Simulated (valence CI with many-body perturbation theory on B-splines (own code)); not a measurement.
Values are calculated unless marked as measured or tabulated.
P2+: magnetic and hyperfine properties of the levels

Method: valence CI with perturbative core correlation (CI+MBPT): three valence electrons over a frozen Dirac-Fock core [Ne], a basis of 11 s, 11 p, 9 d, 7 f, 5 g, 2 h, 1 i functions for each j, with the one-electron correlation potential Σ1 (screened to all orders), the two-electron term Σ2, the three-electron term Σ3, Breit, model QED; selected single and double excitations, second order for the rest, scaled by the run's own slope (own B-spline code, finite nucleus).

Set against measurement, 13 paired levels are off by 60 cm⁻¹ on average, the worst by 100. These come from a selection out of Martin, Zalubas and Musgrove, J. Phys. Chem. Ref. Data 14, 751 (1985). Levels without a partner in it may be off by more.

A/g_I is the dipole constant over the nuclear g factor μ/I (μ in nuclear magnetons, uniformly magnetised nucleus), B/Q the quadrupole constant per barn. Both hold the static response of the core; the bare values leave it out. Large factors of s and p1/2 electrons are usually good to 5 to 10 %; those of open d and f shells near neutrality can be off by tens of per cent, and small factors of p3/2, d and f electrons come from cancelling terms and can be off by a factor of two or in sign, in half-filled shells by more. B is blank for J = 1/2, where it vanishes, and for nearly pure S terms. Energies count from the lowest level.

Names give the largest LS component (configuration and term), which can be under half, so a name can repeat, a term be missing and a line seem to break the LS rules; names also repeat where a configuration has a term twice.

```
         Level  E (cm⁻¹)      g  A/g_I (MHz)  A/g_I bare  B/Q (MHz/b)  B/Q bare
 3s²3p ²P°_1/2       0.0  0.666         1300        1150                       
 3s²3p ²P°_3/2       560  1.334          286         254          482       417
  3s3p² ⁴P_1/2     56821  2.670         3320        2950                       
  3s3p² ⁴P_3/2     57026  1.735         1530        1370          420       363
  3s3p² ⁴P_5/2     57355  1.601         1520        1350         -529      -457
  3s3p² ²D_3/2     74856  0.799         -519        -453          574       496
  3s3p² ²D_5/2     74886  1.200         1330        1180          820       709
  3s3p² ²S_1/2    100254  2.001         6360        5610                       
  3s3p² ²P_1/2    109094  0.667          851         748                       
  3s3p² ²P_3/2    109470  1.334         -350        -296         -473      -412
  3s²3d ²D_3/2    116897  0.800         -108       -86.0          149       127
  3s²3d ²D_5/2    116909  1.200          313         284          212       181
  3s²4s ²S_1/2    117887  2.002         1700        1520                       
 3s²4p ²P°_1/2    141383  0.666          285         250                       
 3s²4p ²P°_3/2    141519  1.334          115         105          126       111
   3p³ ²D°_3/2    147186  0.800         -192        -165         -165      -143
   3p³ ²D°_5/2    147249  1.200          679         608         -257      -223
3s3p3d ⁴F°_3/2    158989  0.399         -888        -781          282       242
3s3p3d ⁴F°_5/2    159103  1.029          306         281          272       233
3s3p3d ⁴F°_7/2    159265  1.239          682         614          386       331
3s3p3d ⁴F°_9/2    159479  1.334          828         744          594       509
   3p³ ⁴S°_3/2    159673  2.002        -60.6       -3.06                       
   3p³ ²P°_3/2    170087  1.334          176         174         43.1      35.8
   3p³ ²P°_1/2    170148  0.666          774         672                       
  3s²4d ²D_5/2    172424  1.200         25.1        26.7         18.8      16.3
  3s²4d ²D_3/2    172424  0.799        -7.30       -2.34         13.2      11.4
3s3p3d ⁴P°_5/2    173712  1.597         1170        1050          148       126
3s3p3d ⁴P°_3/2    173884  1.724         1480        1330        -15.9     -12.6
3s3p3d ⁴P°_1/2    174004  2.648         3660        3260                       
3s3p3d ⁴D°_1/2    175165  0.020        -2130       -1880                       
3s3p3d ⁴D°_3/2    175219  1.211          500         455        -42.6     -36.5
3s3p3d ⁴D°_5/2    175282  1.377          887         797         -254      -220
3s3p3d ⁴D°_7/2    175331  1.429         1030         926         -536      -466
  3s²5s ²S_1/2    175947  2.002          601         540                       
 3s²4f ²F°_5/2    178718  0.857         12.5        11.7         29.8      23.8
 3s²4f ²F°_7/2    178718  1.143         12.2        11.3         34.1      27.2
3s3p4s ⁴P°_1/2    184431  2.533         3850        3420                       
3s3p4s ⁴P°_3/2    184600  1.597         1740        1540         -257      -223
 3s²5p ²P°_1/2    184638  0.803          394         346                       
 3s²5p ²P°_3/2    184772  1.470         1050         929        -78.5     -67.6
```

Question: Take the isotope of mass number 31, with I = 1/2, μ = 1.13093 μN. What is the hyperfine structure of 3s3p² ²S_1/2?

Answer: From the table A = 14400 MHz. Shifts from the centre of gravity in MHz: F = 0: -10800, F = 1: 3600.
